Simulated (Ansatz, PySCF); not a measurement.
SiFClBr2, SMILES F[Si](Cl)(Br)Br.

The structure is a stationary point at B3LYP-D3(BJ)/def2-SVP.

Vertical ionisation energy (IE) and electron affinity (EA) in eV. Rows of orbital energies are one-electron estimates. Where ΔSCF, EOM or ADC give a negative EA the extra electron is unbound and the value depends on the basis.

```json
[
 {"level": "−ε(HOMO), −ε(LUMO), HF/def2-TZVP (PySCF)", "IE": "11.92", "EA": "-2.53"},
 {"level": "−ε(HOMO), −ε(LUMO), PBE/def2-TZVP (PySCF)", "IE": "7.64", "EA": "2.20"},
 {"level": "ΔSCF, PBE0/def2-SVPD (Ansatz), final states of multiplicity 2 and 2", "IE": "…", "EA": "…"},
 {"level": "ΔSCF, PBE/def2-SVPD (Ansatz), final states of multiplicity 2 and 2", "IE": "10.53", "EA": "0.15"}
]
```

### Question
What belongs in the gaps? (Estimate from the structure and the level; the computed values follow.)

### Answer

- ΔSCF, PBE0/def2-SVPD (Ansatz, a program for electronic structure), final states of multiplicity 2 and 2, IE: 11.03
- ΔSCF, PBE0/def2-SVPD (Ansatz), final states of multiplicity 2 and 2, EA: -0.02

### Question
What vertical singlet–triplet gap does ΔSCF give with PBE0/def2-SVPD (Ansatz) and with PBE/def2-SVPD (Ansatz)? (The exact figures need the calculation; the answer reports its results.)

### Answer
5.84 and 5.32 eV (triplet above singlet where positive).
